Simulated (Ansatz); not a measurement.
`C=C1OC[SiH2]1`, relaxed with RKS PBE0-D4/def2-TZVP in the Gaussian-basis code of Ansatz from a PBE-D4/def2-SVP geometry. The force threshold is 0.005 eV/Å; the program also tests the step.

Charge 0, multiplicity 1.

Start:

```xyz
11

C    -0.323   -0.985    1.815
C    -0.173   -0.297    0.669
O    -0.920    0.830    0.329
C    -0.403    1.204   -0.983
Si    0.836   -0.270   -0.935
H    -1.067   -0.685    2.570
H     0.304   -1.865    2.012
H    -1.211    1.169   -1.744
H     0.019    2.231   -0.957
H     0.636   -1.385   -1.926
H     2.303    0.053   -0.851
```

```
        step  energy (eV)  largest force (eV/Å)  largest move (Å)
           1  -13124.6239                 0.577             0.000
           2  -13124.6747                 0.154             0.028
           3  -13124.6796                 0.034             0.011
           4  -13124.6797                 0.009             0.002
5 (rejected)  -13124.6797                 0.016             0.002
           6  -13124.6797                 0.004             0.001
```

End:

```xyz
11

C    -0.319   -0.974    1.795
C    -0.167   -0.302    0.663
O    -0.909    0.817    0.324
C    -0.395    1.193   -0.981
Si    0.824   -0.263   -0.927
H    -1.052   -0.679    2.539
H     0.298   -1.839    1.993
H    -1.196    1.158   -1.722
H     0.017    2.204   -0.943
H     0.627   -1.367   -1.901
H     2.273    0.052   -0.839
```

It took 14 s on 4 threads of an Intel Xeon Platinum 8488C on a shared host, with 0.49 GiB of host memory at the peak.
